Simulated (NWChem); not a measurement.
# Correlation energy of ClSi (+1)

```
Si
Cl 1 1.9939
```
Charge +1, spin multiplicity 1.

Program: NWChem. Structure: optimised with PBE/def2-SVP, a minimum by its harmonic frequencies.

Basis set: STO-3G. Each correlation energy counts from its own Hartree-Fock reference.

```
method        correlation energy (mHa)  difference from CCSD(T)
------------  ------------------------  -----------------------
MP2                              -43.2                    +17.6
SCS-MP2                          -45.1                    +15.6
CCSD                             -56.2                     +4.5
CCSD+T(CCSD)                     -61.9                     -1.1
CCSD(T)                          -60.7                      0.0
CR-CCSD[T]                       -61.4                     -0.7
CR-CCSD(T)                       -60.4                     +0.3
CCSDT                            -61.0                     -0.3
```

The values span 18.7 mHa, from CCSD+T(CCSD) (lowest) to MP2 (highest). 

The correlated methods keep 10 core orbitals frozen. The structure started from a generated list of species. Coupled-cluster values serve here as a point of comparison, not as the truth.
